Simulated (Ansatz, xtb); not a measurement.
# Cl2OSi2: 5 structures ranked

5 gas-phase structures of Cl2OSi2, found in a search over its isomers (lower ones may exist). Each was relaxed with GFN2-xTB; where two conformers were screened, the lower at r2SCAN-D4/def2-SVP is listed:

A. `Cl[Si]1(Cl)O[Si]1`, a singlet
B. `O=[Si](Cl)[Si]Cl`, a triplet
C. `O=[Si](Cl)[Si]Cl`, a singlet
D. a singlet given by its coordinates
E. a singlet given by its coordinates

D (Å):

```xyz
5

Cl   -0.7879   -2.3864    0.3492
Cl    0.3660    1.9422    1.4341
O     0.5236   -0.0424   -0.6015
Si    1.6138    0.7486    0.3035
Si   -0.7823   -0.8841   -1.0690
```

Close contacts (Å): Cl1–Si5 2.07, Cl2–Si4 2.06, O3–Si4 1.62, O3–Si5 1.62.

E (Å):

```xyz
5

Cl    2.2187    1.0199   -0.4265
Cl   -0.3352   -0.2451   -1.9297
O    -1.1110   -0.1629    2.8035
Si    0.1730    0.8238   -0.2392
Si   -0.2728   -0.4317    1.5821
```

Close contacts (Å): Cl1–Si4 2.06, Cl2–Si4 2.06, O3–Si5 1.51, Si4–Si5 2.26.

Task: Which do you expect lowest at r2SCAN-D4/def2-SVP, and how would the others follow?

Result: Calculated order at r2SCAN-D4/def2-SVP: D (0.0), A (59.8), E (178.0), C (195.3), B (237.1) kJ/mol.

Energies above the lowest of each column, in kJ/mol; the last columns are at PBE0-D3(BJ)/pcseg-1 geometries and were run for some of them only (a dash: not run or not comparable):

| structure | GFN2-xTB | HF/STO-3G | r2SCAN-D4/def2-SVP | PBE0-D3(BJ)/pcseg-1 | CCSD(T)/def2-SVP + ΔMP2/def2-TZVPP |
| --- | --- | --- | --- | --- | --- |
| D | 0.0 | 0.0 | 0.0 | 0.0 | 0.0 |
| A | 94.3 | 165.0 | 59.8 | 58.4 | 60.7 |
| E | 20.8 | 318.2 | 178.0 | – | – |
| C | 40.1 | 356.5 | 195.3 | – | – |
| B | – | 372.7 | 237.1 | – | – |

Every level run on D puts it lowest or level with the lowest. Some further structures that were screened fall inside this span and aren't listed. Flexible structures stand in one conformer each, not always the lowest. Frequencies (PBE0-D3(BJ)/pcseg-1) were run for A, D alone. GFN2-xTB has no spin polarisation and isn't compared across spin states. Open shells are spin-unrestricted, some with notable spin contamination. ΔMP2 is the change of the MP2 energy from the smaller to the larger basis.

Over these structures GFN2-xTB departs from r2SCAN-D4/def2-SVP by 86.7 kJ/mol on average once a common shift is removed. A GFN2-xTB relaxation took about 0.32 s and the r2SCAN-D4/def2-SVP energy about 2.6 s on a shared host (Ansatz 0.2.0, xtb 6.7.1).
